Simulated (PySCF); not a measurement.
Gas-phase reaction: TiO2 + 2 H2 + 2 O → Ti(OH)4

Energies from PySCF, thermal terms from the rigid-rotor harmonic-oscillator model, ideal gas at 1 bar. † marks an energy on the PBE0/def2-TZVP geometry and frequencies; other levels use their own. MP2 freezes the core. 6-31G* has spherical d functions here. Open shells (unrestricted): O (multiplicity 3); the rest are closed-shell singlets. Spin-orbit splitting is ignored; it lowers the true energy and changes the entropy of O. B3LYP is the form with VWN-RPA correlation. Ti(OH)4: computed as isolated molecules; such fragments, hydroxides, amides, oligomers or adducts are transient or little studied in the gas. MP2 isn't extrapolated to the basis-set limit.

```tsv
level	ΔH°(298 K), kJ
B3LYP/6-31G*	?
B3LYP/def2-TZVP†	?
HF/def2-TZVP†	-1163
MP2/def2-SVP†	-1359
PBE/def2-SVP	?
PBE0/def2-TZVP	-1467
```

**Question.** Some entries are withheld; supply them.

**Answer.** 
- B3LYP/6-31G*, ΔH°(298 K), kJ: -1394
- B3LYP/def2-TZVP†, ΔH°(298 K), kJ: -1441
- PBE/def2-SVP, ΔH°(298 K), kJ: -1507
